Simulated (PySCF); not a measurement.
TDDFT excited states: C4H2F2Se

Compound: C4H2F2Se.
SMILES: `Fc1c[se]c(F)c1`

Computed, not measured: TDDFT CAM-B3LYP/def2-SVPD, vertical, gas phase, core orbitals frozen in the response (PySCF 2.14.0, density-fitted response routines). Geometry: PBE0-D3(BJ)/def2-SVP; no solvent, vibrations or thermal averaging. The CAM-B3LYP/def2-SVPD calculation is non-relativistic and has no spin–orbit coupling, an omission that weighs most on selenium.

Question: Predict the UV-vis stick spectrum at this level.

Answer: 

| state | E (eV) | λ (nm) | f | symmetry | main configurations (H = HOMO, L = LUMO) |
| --- | --- | --- | --- | --- | --- |
| S1 | 4.93 | 251.5 | 0.0006 | – | H→L+1 (82%), H-1→L+1 (8%) |
| S2 | 5.39 | 230.0 | 0.082 | A′ | H→L (93%) |
| S3 | 5.45 | 227.4 | 0.0005 | – | H-1→L+1 (81%), H→L+1 (9%) |
| S4 | 5.77 | 214.8 | 0.107 | A′ | H-1→L (89%) |
| S5 | 6.39 | 194.0 | 0.015 | A″ | H→L+2 (84%) |
| S6 | 6.54 | 189.6 | 0.0006 | – | H→L+3 (81%) |

The lowest singlet comes at 251 nm (476 kJ/mol) in the ultraviolet; it is very weak; its leading configuration is HOMO→LUMO+1 (82%). The most intense listed level is S4 at 5.77 eV (215 nm, f = 0.107), 0.84 eV above S1. Löwdin shares by element: HOMO carbon 60% or more, selenium 19% (atoms not listed hold the other 21%); LUMO carbon 52% or more, selenium 22% (atoms not listed hold the other 25%). Weighted by f, the mean energy of these states is 5.67 eV. Of the 6 states listed, 3 reach f = 0.01 and none stays under 0.0005. Orbital energies (eV): HOMO-3 -11.87, HOMO-2 -11.44, HOMO-1 -8.72, HOMO -8.19, LUMO 0.17, LUMO+1 0.30, LUMO+2 0.99. Symmetry labels in Cs follow from the direction of the transition dipole and are given only for states with f of 0.002 or more. Only the lowest 6 singlets were computed, as vertical energies without vibronic structure.
